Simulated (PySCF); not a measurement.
These 2 structures share the formula C7H12O. Method: PBE0-D3(BJ)/def2-SVP geometry optimisation, gas phase (PySCF 2.14.0). One conformer each; no zero-point energy, no entropy. No frequencies were run at this level. Point groups hold within 0.08 Å.

**Question.** Order them by energy at this level, lowest first, and give relative energies in kcal/mol.
A. `[CH2:1]=[CH:2][C:3](=[O:4])[C:5]([CH3:6])([CH3:7])[CH3:8]` with C1–C2–C3–O4 -1°
B. `[O:1]=[CH:2][CH:3]1[CH2:4][CH2:5][CH2:6][CH2:7][CH2:8]1` with O1–C2–C3–C4 -10°, C2–C3–C4–C5 -74°, C3–C4–C5–C6 -53°, C4–C5–C6–C7 55°, C5–C6–C7–C8 -56°

**Answer.** B (0.0), A (19.9).

As drawn, the higher has a C=C bond outside aromatic rings and a quaternary carbon, which the lower lacks.

| SMILES | E (Eh) | E rel (kcal/mol) | dipole (D) | point group | A, B, C (MHz) |
| --- | --- | --- | --- | --- | --- |
| O=CC1CCCCC1 | -348.55279 | 0.0 | 2.49 | C1 | 3009, 1785, 1500 |
| C=CC(=O)C(C)(C)C | -348.52114 | 19.9 | 2.50 | – | 3144, 1500, 1308 |

**Question.** How do the relative energies change in single points at PBE0/pcSseg-1 (no added dispersion term) on the same geometries?

**Answer.** 
```json
{"SMILES": "O=CC1CCCCC1", "PBE0-D3(BJ)/def2-SVP (kcal/mol)": "0.0", "PBE0/pcSseg-1 (kcal/mol)": "0.0", "shift": "0.0"}
{"SMILES": "C=CC(=O)C(C)(C)C", "PBE0-D3(BJ)/def2-SVP (kcal/mol)": "19.9", "PBE0/pcSseg-1 (kcal/mol)": "16.4", "shift": "-3.5"}
```

Each column counts from its own lowest isomer. The order is unchanged; the largest shift is 3.5 kcal/mol.
